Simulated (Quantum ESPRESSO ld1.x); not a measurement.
Values are calculated unless marked as measured or tabulated.
Q: These are the eigenvalues of the occupied orbitals of an atom or ion with whole-number occupations (eV). Level of theory: Dirac Kohn-Sham, PBE, spin-unpolarised, spherical densities, point nucleus (ld1.x of Quantum ESPRESSO 7.5).

1s1/2: -32970.3
2s1/2: -5100.19
2p1/2: -4785.62
2p3/2: -4486.88
3s1/2: -1036.91
3p1/2: -906.896
3p3/2: -850.678
3d3/2: -621.711
3d5/2: -609.890
4s1/2: -189.776
4p1/2: -144.414
4p3/2: -133.468
4d3/2: -60.5832
4d5/2: -58.8677
5s1/2: -26.1055
5p1/2: -16.0318
5p3/2: -14.8954

Which element is it, and in what charge state? The configuration may be excited. Open shells, if any, fill j = l - 1/2 first.

A: Z = 53, iodine, charge +1: I+ in [Kr] 4d10 5s2 5p4. The list shows which subshells hold electrons but not how many an open one holds; the 1s level, -1211.6 hartree, gives Z - s = 49.2 by -(Z - s)^2/2, which with screening and relativity narrows Z to a few neighbours, and the depths of the outer levels then fix element, charge and occupations together.
